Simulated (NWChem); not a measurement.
Isomers of C₄H₄F₂, each optimised at B3LYP/6-31G* with NWChem, gas phase unless a solvent is named. Flexible species stand in one conformer each, which need not be the lowest. Pople sets run with spherical d functions. Relative energies count from the lowest isomer at each level and are electronic, without zero-point energy, on those geometries.

A: FC1(F)C=CC1
B: CC#CC(F)F
C: C1[C@@H](C=C1F)F
D: FC1=C(F)CC1

```
quantity                                                         A     B     C     D
-------------------------------------------------------------  ---  ----  ----  ----
relative energy, B3LYP/6-31G* (kcal/mol)                       0.0   7.5   5.1   6.2
relative energy, PBE/def2-TZVP (kcal/mol)                      0.0   8.4   3.1   4.6
relative energy, B3LYP/def2-TZVP (kcal/mol)                    0.0   4.0   4.1   7.0
SMD solvation free energy in toluene, B3LYP/6-31G* (kcal/mol)    …  -3.8  -3.4  -2.6
```

### Question
What belongs in the gaps?

### Answer

- SMD solvation free energy in toluene, B3LYP/6-31G* (kcal/mol), A: -3.5
